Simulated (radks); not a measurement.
Results of a calculation; reference values are marked as such.
Numerical settings for the osmium ion Os+, [Xe] 4f14 5d6 6s1. Code: a radial shooting solver on a logarithmic mesh with Libxc functionals. Model: scalar-relativistic Kohn-Sham, PBE, spin-polarised, spherical densities, finite nucleus; open shells are filled with parallel spins first (spin-orbit coupling, left out, can overturn this in heavy ions); Fermi nuclear charge, rms radius 5.4126 fm. The defaults (mesh step 0.008 in ln r, mesh end at 40 bohr or more with all orbitals vanishing there, Anderson mixing 0.5 over 9 steps, residual threshold near 1e-9 with the energy settled to 1e-9 hartree or 1e-11 of itself, here a cap of 69 iterations) give E = -17250.505 hartree and 5d at -12.218 eV in 16 iterations. Run on one thread of a shared host, so times are rough (Arm Neoverse V1): 0.31 s of CPU time, 0.31 s wall, 16 iterations on 2360 mesh points. Changes against that run (0 stands for a change within the tolerance of the run):

setting	iterations	converged	E (mhartree)	e(5d) (meV)	CPU (s)
mesh step in ln r 0.2	4	no	diverged	-	0.01
mesh step in ln r 0.08	4	no	diverged	-	0.04
mesh step in ln r 0.003	20	yes	0	0	0.92
mesh end (bohr) 8	16	yes	+0.307	+16.9	0.31
mesh end (bohr) 3	16	level above zero	+1.45e+03	+1.28e+04	0.25
residual threshold 1e-16	69	no	0	0	0.62
residual threshold 0.001	10	yes	0	-0.702	0.23
mixing 0.2	19	yes	0	0	0.38
linear mixing, mixing 1	69	no	+3.54e+05	-1.02e+06	3.7
linear mixing, mixing 0.2	69	no	0	0	1.1
mixing history 20	23	yes	0	0	0.41
iteration cap 2	2	no	+1.93e+03	-1.83e+04	0.06

Settled on a wrong energy, with an occupied level pushed above zero by the early mesh end: mesh end (bohr) 3 (+1.45 hartree). Apart from these: no run marked as converged misses the energy by more than 1 mhartree. A mesh that ends early acts as a hard wall.
